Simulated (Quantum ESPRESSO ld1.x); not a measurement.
Values are calculated unless marked as measured or tabulated.
Q: Os29+, configuration [Kr] 4d10 4f1 (the NIST ground configuration). Level of theory: scalar-relativistic Kohn-Sham, relativistic LDA (MacDonald-Vosko exchange, VWN5 correlation), spin-unpolarised, spherical densities, point nucleus (ld1.x of Quantum ESPRESSO 7.5). Some entries of the table are withheld. Estimate them.

orbital,occ.,eigenvalue (hartree),<1/r> (bohr^-1),<r> (bohr)
1s,2,-2733.70,90.07,(1)
2s,2,-507.726,21.09,0.07520
2p,6,-447.579,18.99,(2)
3s,2,-147.210,(3),0.1939
3p,6,-129.493,7.221,(4)
3d,10,-109.712,6.813,0.1757
4s,2,-57.6063,3.569,(5)
4p,6,-51.3608,3.297,0.4268
4d,10,(6),3.053,0.4334
4f,1,-35.7805,2.802,0.4152

A: 
(1) 1s <r> (bohr): 0.01781
(2) 2p <r> (bohr): 0.06749
(3) 3s <1/r> (bohr^-1): 7.846
(4) 3p <r> (bohr): 0.1942
(5) 4s <r> (bohr): 0.4096
(6) 4d eigenvalue (hartree): -43.7997
